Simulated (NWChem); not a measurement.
System: SiH4TeO; SMILES [SiH3]O[TeH]

NWChem input:

```
start job
memory heap 200 mb stack 900 mb global 1100 mb
geometry units angstroms noautoz
  Te    -0.211244    -0.875643     0.093020
  H     -0.795669    -0.925061    -1.474580
  O      0.701263     0.890384    -0.122892
  Si    -0.120681     2.338906     0.045382
  H     -1.189808     2.477007    -0.992756
  H      0.893161     3.417297    -0.132255
  H     -0.753979     2.456286     1.395259
end
basis spherical
  Te library def2-svpd
  H library def2-svpd
  O library def2-svpd
  Si library def2-svpd
end
ecp
  Te library def2-ecp
end
dft
  xc xpbe96 cpbe96
  iterations 150
  vectors input atomic output neutral.movecs
end
task dft energy
charge 1
dft
  odft
  mult 2
  vectors input atomic output cation.movecs
end
task dft energy
charge -1
dft
  odft
  mult 2
  vectors input atomic output anion.movecs
end
task dft energy
```

NWChem printed, in part:

```
             Northwest Computational Chemistry Package (NWChem) 7.3.0
             --------------------------------------------------------

 C1  symmetry detected

                             Geometry "geometry" -> ""
                             -------------------------

 Output coordinates in angstroms (scale by  1.889725989 to convert to a.u.)

  No.       Tag          Charge          X              Y              Z
 ---- ---------------- ---------- -------------- -------------- --------------
    1 Te                  52.0000    -0.02945155    -0.90397196     0.02723488
    2 H                    1.0000    -0.35586681    -0.96630190    -1.61317133
    3 O                    8.0000     0.75697684     0.93361235    -0.02710347
    4 Si                  14.0000    -0.19764088     2.30780072     0.02224619
    5 H                    1.0000    -1.09925995     2.38220623    -1.16997099
    6 H                    1.0000     0.73919242     3.46739470     0.01570432
    7 H                    1.0000    -1.04142751     2.34513427     1.25660540

 Effective nuclear repulsion energy (a.u.)     327.4426066291

 Summary of "ao basis" -> "ao basis" (spherical)
 ------------------------------------------------------------------------------
       Tag                 Description            Shells   Functions and Types
 ---------------- ------------------------------  ------  ---------------------
 Te                        def2-svpd                13       35   5s5p3d
 H                         def2-svpd                 4        8   2s2p
 O                         def2-svpd                 9       23   4s3p2d
 Si                        def2-svpd                10       24   5s3p2d

            General Information
            -------------------
          SCF calculation type: DFT
          Wavefunction type:  closed shell.
          No. of atoms     :     7
          No. of electrons :    50
           Alpha electrons :    25
            Beta electrons :    25
          Charge           :     0
          Spin multiplicity:     1
          Use of symmetry is: off; symmetry adaption is: off
          Maximum number of iterations: 150
          AO basis - number of functions:   114
                     number of shells:    48
          Convergence on energy requested:  1.00D-06
          Convergence on density requested:  1.00D-05
          Convergence on gradient requested:  5.00D-04

              XC Information
              --------------
          PerdewBurkeErnzerhof Exchange Functional  1.000
            Perdew 1991 LDA Correlation Functional  1.000 local
           PerdewBurkeErnz. Correlation Functional  1.000 non-local

             Grid Information
             ----------------
          Grid used for XC integration:  medium
          Radial quadrature: Mura-Knowles
          Angular quadrature: Lebedev.
          Tag              B.-S. Rad. Rad. Pts. Rad. Cut. Ang. Pts.
          ---              ---------- --------- --------- ---------
          Te                  1.40      123          13.0       590
          H                   0.35       45          14.0       434
          O                   0.60       49          11.0       434
          Si                  1.10       88          14.0       590
          Grid pruning is: on
          Number of quadrature shells:   440
          Spatial weights used:  Erf1

      Superposition of Atomic Density Guess
      -------------------------------------

 Sum of atomic energies:        -676.65190086

      Non-variational initial energy
      ------------------------------

 Total energy =    -632.977313
 1-e energy   =   -1337.459901
 2-e energy   =     521.156975
 HOMO         =      -0.234936
 LUMO         =      -0.089025

   convergence    iter        energy       DeltaE   RMS-Dens  Diis-err
 ---------------- ----- ----------------- --------- --------- ---------
 d= 0,ls=0.0,diis     1   -634.6752293170 -8.18D+02  2.37D-02  5.82D-01
 d= 0,ls=0.0,diis     2   -634.1993965801  4.76D-01  1.68D-02  4.78D+00
 d= 0,ls=0.0,diis     3   -634.7412692678 -5.42D-01  3.27D-03  6.47D-02
 d= 0,ls=0.0,diis     4   -634.7482517379 -6.98D-03  1.18D-03  1.10D-02
 d= 0,ls=0.0,diis     5   -634.7500231712 -1.77D-03  2.84D-04  3.69D-04
  Resetting Diis
 d= 0,ls=0.0,diis     6   -634.7500940404 -7.09D-05  9.29D-05  5.80D-05
 d= 0,ls=0.0,diis     7   -634.7501035845 -9.54D-06  4.88D-05  2.85D-06
 d= 0,ls=0.0,diis     8   -634.7501017498  1.83D-06  3.16D-05  1.72D-05
 d= 0,ls=0.0,diis     9   -634.7501040349 -2.29D-06  7.89D-06  8.35D-07
 d= 0,ls=0.0,diis    10   -634.7501041459 -1.11D-07  1.09D-06  1.27D-08

         Total DFT energy =     -634.750104145934
      One electron energy =    -1339.084604584205
           Coulomb energy =      572.479387043194
    Exchange-Corr. energy =      -51.470499917795
 Nuclear repulsion energy =      183.325613312872

 Numeric. integr. density =       50.000032804870

                       DFT Final Molecular Orbital Analysis
                       ------------------------------------

 Vector   23  Occ=2.000000D+00  E=-2.882861D-01
              MO Center=  1.6D-01,  2.1D+00, -4.5D-02, r^2= 3.6D+00
   Bfn.  Coefficient  Atom+Function         Bfn.  Coefficient  Atom+Function
  ----- ------------  ---------------      ----- ------------  ---------------
    99     -0.319707  6 H  s                 48      0.307438  3 O  px
    78     -0.274774  4 Si px                51      0.215908  3 O  px
    75     -0.211565  4 Si px                91      0.205746  5 H  s
    13     -0.189193  1 Te py                47      0.172079  3 O  s
   107      0.155811  7 H  s                 16     -0.137342  1 Te py

 Vector   24  Occ=2.000000D+00  E=-2.640280D-01
              MO Center=  3.9D-02,  1.2D+00, -8.3D-02, r^2= 3.3D+00
   Bfn.  Coefficient  Atom+Function         Bfn.  Coefficient  Atom+Function
  ----- ------------  ---------------      ----- ------------  ---------------
    50      0.480049  3 O  pz                53      0.349230  3 O  pz
   107     -0.215367  7 H  s                 91      0.211960  5 H  s
    36      0.165396  2 H  s                 80     -0.127105  4 Si pz
    77     -0.119826  4 Si pz                 3     -0.117988  1 Te s
    37      0.115352  2 H  s                  4     -0.109558  1 Te s

 Vector   25  Occ=2.000000D+00  E=-1.998069D-01
              MO Center= -1.2D-02, -7.7D-01, -1.2D-02, r^2= 2.7D+00
   Bfn.  Coefficient  Atom+Function         Bfn.  Coefficient  Atom+Function
  ----- ------------  ---------------      ----- ------------  ---------------
    12      0.549544  1 Te px                15      0.463755  1 Te px
     9     -0.210440  1 Te px                48     -0.207937  3 O  px
    13     -0.193827  1 Te py                16     -0.167963  1 Te py
     6     -0.163835  1 Te px                51     -0.140213  3 O  px
    47     -0.106510  3 O  s                 69      0.104715  4 Si s

 Vector   26  Occ=0.000000D+00  E=-1.155108D-01
              MO Center= -7.0D-03, -5.8D-01, -3.4D-03, r^2= 4.3D+00
   Bfn.  Coefficient  Atom+Function         Bfn.  Coefficient  Atom+Function
  ----- ------------  ---------------      ----- ------------  ---------------
    16      0.526757  1 Te py                13      0.435497  1 Te py
    70      0.330609  4 Si s                 46     -0.310848  3 O  s
    49      0.235909  3 O  py                15      0.218586  1 Te px
    71     -0.210057  4 Si s                 52      0.202822  3 O  py
     4      0.200328  1 Te s                 12      0.201242  1 Te px

 Vector   27  Occ=0.000000D+00  E=-4.800702D-02
              MO Center= -1.8D-01, -9.3D-01, -4.0D-01, r^2= 5.4D+00
   Bfn.  Coefficient  Atom+Function         Bfn.  Coefficient  Atom+Function
  ----- ------------  ---------------      ----- ------------  ---------------
     5      0.706615  1 Te s                  3     -0.419447  1 Te s
    14      0.379602  1 Te pz                17      0.331145  1 Te pz
    70     -0.309493  4 Si s                 37      0.305347  2 H  s
    36      0.300480  2 H  s                 47     -0.280628  3 O  s
     4     -0.255928  1 Te s                 71      0.236263  4 Si s

 Vector   28  Occ=0.000000D+00  E=-1.227556D-02
              MO Center= -3.4D-01,  1.3D+00, -6.6D-02, r^2= 8.7D+00
   Bfn.  Coefficient  Atom+Function         Bfn.  Coefficient  Atom+Function
  ----- ------------  ---------------      ----- ------------  ---------------
     5      1.037096  1 Te s                 71     -0.628139  4 Si s
    70      0.594731  4 Si s                 55      0.403562  3 O  py
    79     -0.279166  4 Si py                86      0.246158  4 Si d -2
    37     -0.226615  2 H  s                 54      0.226213  3 O  px
     3     -0.221803  1 Te s                 17     -0.196024  1 Te pz

     Multipole analysis of the density
     ---------------------------------

     L   x y z        total         alpha         beta         nuclear
     -   - - -        -----         -----         ----         -------
     0   0 0 0     -0.000000    -25.000000    -25.000000     50.000000

     1   1 0 0     -0.321388     -0.939869     -0.939869      1.558350
     1   0 1 0     -0.340054    -24.085657    -24.085657     47.831261
     1   0 0 1     -0.026387      0.707337      0.707337     -1.441061

     2   2 0 0    -37.996224    -33.492680    -33.492680     28.989136
     2   1 1 0      0.474719      4.249238      4.249238     -8.023756
     2   1 0 1      0.598691     -0.268780     -0.268780      1.136251
     2   0 2 0    -33.375870   -240.378276   -240.378276    447.380682
     2   0 1 1      0.175821     -2.944840     -2.944840      6.065502
     2   0 0 2    -34.619019    -27.274680    -27.274680     19.930341

                                 NWChem DFT Module
                                 -----------------

            General Information
            -------------------
          SCF calculation type: DFT
          Wavefunction type:  spin polarized.
          No. of atoms     :     7
          No. of electrons :    49
           Alpha electrons :    25
            Beta electrons :    24
          Charge           :     1
          Spin multiplicity:     2
          Use of symmetry is: off; symmetry adaption is: off
          Maximum number of iterations: 150
          AO basis - number of functions:   114
                     number of shells:    48
          Convergence on energy requested:  1.00D-06
          Convergence on density requested:  1.00D-05
          Convergence on gradient requested:  5.00D-04

              XC Information
              --------------
          PerdewBurkeErnzerhof Exchange Functional  1.000
            Perdew 1991 LDA Correlation Functional  1.000 local
           PerdewBurkeErnz. Correlation Functional  1.000 non-local

             Grid Information
             ----------------
          Grid used for XC integration:  medium
          Radial quadrature: Mura-Knowles
          Angular quadrature: Lebedev.
          Tag              B.-S. Rad. Rad. Pts. Rad. Cut. Ang. Pts.
          ---              ---------- --------- --------- ---------
          Te                  1.40      123          13.0       590
          H                   0.35       45          14.0       434
          O                   0.60       49          11.0       434
          Si                  1.10       88          14.0       590
          Grid pruning is: on
          Number of quadrature shells:   440
          Spatial weights used:  Erf1

      Superposition of Atomic Density Guess
      -------------------------------------

 Sum of atomic energies:        -676.65190086

 Renormalizing density from      50.00 to     49

      Non-variational initial energy
      ------------------------------

 Total energy =    -626.865931
 1-e energy   =   -1310.710703
 2-e energy   =     500.519159
 HOMO         =      -0.524513
 LUMO         =      -0.380539

[...]
```

Level: PBE/def2-SVPD with def2 effective core potentials on Te, vertical spin-unrestricted ions. Coordinates come from a PBE0/def2-SVP optimisation. def2 effective core potentials on Te; no spin-orbit coupling.
